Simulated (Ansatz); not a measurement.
A structure relaxed at PBE-D4/def2-SVP in Ansatz, charge 0, singlet:

```tsv
atom	x (Å)	y (Å)	z (Å)
Sr1	-1.473	2.464	-1.762
Sr2	1.170	-0.158	-0.377
Sr3	2.530	3.287	-1.789
Sr4	-1.988	-1.234	0.608
Sr5	-0.374	-3.328	2.684
O6	0.351	3.576	-2.087
O7	0.230	-2.338	0.569
O8	-1.094	0.480	-0.796
O9	2.771	1.311	-0.955
O10	-2.386	-2.799	2.241
O11	0.264	-1.262	1.664
```

(1) Give its formula.

(2) Summarise the bond lengths by kind (pairs closer than 1.2 times the sum of covalent radii, bridged metal pairs left out).

## Answers

(1) the cluster Sr₅O₆.

(2) 15 × O–Sr 2.13 to 2.56 Å; 1 × O–O 1.54 Å.

In the def2 sets Sr takes a core potential; there is no spin–orbit coupling. The structure holds one bond between oxygen atoms, so isomers without such links may lie far lower. Another isomer (singlet) lies 1.85 eV lower at PBE0-D4/def2-TZVP; other spin states weren't run for this one.
